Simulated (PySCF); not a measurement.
These 2 structures share the formula C5H8SSi. Method used: PBE0-D3(BJ)/def2-SVP geometry optimisation, gas phase (PySCF 2.14.0). One conformer each; no zero-point energy, no entropy. No frequencies were run at this level. Point groups hold within 0.08 Å.

Task: Order them by energy at this level, lowest first, and give relative energies in kJ/mol.
A. `[SiH3:1][CH2:2][c:3]1[cH:4][cH:5][s:6][cH:7]1` with Si1–C2–C3–C4 -78°
B. `[CH3:1][S:2][C:3]1=[CH:4][CH:5]=[CH:6][SiH2:7]1` with C1–S2–C3–C4 -178°

Result: A (0.0), B (70.3).

As drawn, the lower has an aromatic ring, which the higher lacks; the higher has a C=C bond outside aromatic rings, which the lower lacks.

| SMILES | E (Eh) | E rel (kJ/mol) | dipole (D) | point group | A, B, C (MHz) |
| --- | --- | --- | --- | --- | --- |
| [SiH3]Cc1ccsc1 | -882.17881 | 0.0 | 0.70 | C1 | 4675, 948.0, 882.5 |
| CSC1=CC=C[SiH2]1 | -882.15202 | 70.3 | 1.01 | near Cs | 3729, 1287, 974.1 |

Task: How do the relative energies change in single points at PBE0/pcSseg-1 (no added dispersion term) on the same geometries?

Result: 
```tsv
SMILES	PBE0-D3(BJ)/def2-SVP (kJ/mol)	PBE0/pcSseg-1 (kJ/mol)	shift
[SiH3]Cc1ccsc1	0.0	0.0	0.0
CSC1=CC=C[SiH2]1	70.3	66.2	-4.1
```

Each column counts from its own lowest isomer. The order is unchanged; the largest shift is 4.1 kJ/mol.
